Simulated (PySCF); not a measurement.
Compound: C₅H₉Si (charge +1).
SMILES with atom numbers: `[CH:1]#[C:2][CH2:3][Si+:4]([CH3:5])[CH3:6]` (hydrogens: H7 on C1; H8, H9 on C3; H10, H11, H12 on C5; H13, H14, H15 on C6)

Level: B3LYP/def2-SVPD in PySCF, non-relativistic, on one gas-phase PBE0-D3(BJ)/def2-SVP geometry that isn't relaxed in the solvent. The solvent is an IEF-PCM continuum (van der Waals radii × 1.2). Only the electrostatic response of the medium enters.

Gas phase at B3LYP/def2-SVPD: HOMO -11.62 eV, LUMO -7.70 eV.

Question: What does the continuum do to the energy and the frontier levels at B3LYP/def2-SVPD in dichloromethane and water?

Answer: 
```
        solvent      ε  E(solvent) − E(gas) (kJ/mol)  polarisation term (kJ/mol)  distortion of the solute (kJ/mol)  HOMO (eV)  LUMO (eV)
dichloromethane   8.93                       -213.31                     -219.05                               5.74      -8.28      -3.63
          water  78.36                       -238.81                     -246.88                               8.07      -7.94      -3.15
```

The polarisation term is half the interaction of the solute with the surface charges that it induces; the rest is the cost of distorting the solute's density. The sum is the electrostatic part of solvation alone. From dichloromethane to water the lowering changes by a factor 1.12, Born's factor 1 − 1/ε by 1.11 and ε itself by 8.8.

Question: Which radius a makes Born's formula ΔE = −(q²/2a)(1 − 1/ε) give the value in water?

Answer: a = q²(1 − 1/ε)/(2|ΔE|) = 2.87 Å, with q = +1 e and |ΔE| = 0.0910 Eh; the farthest nucleus lies 4.18 Å from the centroid of the nuclei. The formula assumes a point charge at the centre of a sphere.

Question: How does the static polarisability (B3LYP/def2-SVPD, frozen core, with the continuum's full static response) change?

Answer: 
```tsv
medium	isotropic (au)	principal values (au)	⟨r²⟩ of the electrons (bohr²)
gas	77.9	55.6, 73.4, 104.6	893.6
dichloromethane	99.2	72.4, 94.0, 131.3	896.4
water	104.0	76.9, 98.5, 136.5	896.9
```

The isotropic value in water is 1.33 times the gas-phase one; no cavity-field correction is applied. ⟨r²⟩ is taken about the centre of nuclear charge.

The values belong to the conformer `[CH:1]#[C:2][CH2:3][Si+:4]([CH3:5])[CH3:6]`: C2–C3–Si4–C5 2°.
